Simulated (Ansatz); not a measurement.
```xyz
5

F     1.028    0.205   -1.524
Ga    0.155    0.494   -0.043
S    -0.882   -1.156    0.909
Cl    0.185    2.469    0.711
H    -0.487   -2.012   -0.052
```

Total charge 0; spin multiplicity 1.

(1) List the PBE0/def2-TZVPP orbital energies in eV (the Gaussian-basis code of Ansatz). (Best estimate.)

Results:

(1) The calculation gave: Occupied: -10148.76, -2767.73, -2423.28, -1254.52, -1110.72, -1110.61, -1110.59, -673.23, -259.56, -218.62, -197.84, -197.71, -197.69, -162.44, -162.38, -162.27, -152.94, -105.94, -105.71, -105.68, -32.15, -25.24, -24.99, -24.94, -24.92, -24.71, -22.80, -20.93, -13.78, -12.43, -11.69, -11.53, -11.15, -9.97, -9.83, -9.48, -8.46. Lowest empty: -1.58, -1.04, 0.06, 1.33, 2.19, 3.45, 4.53, 4.72.
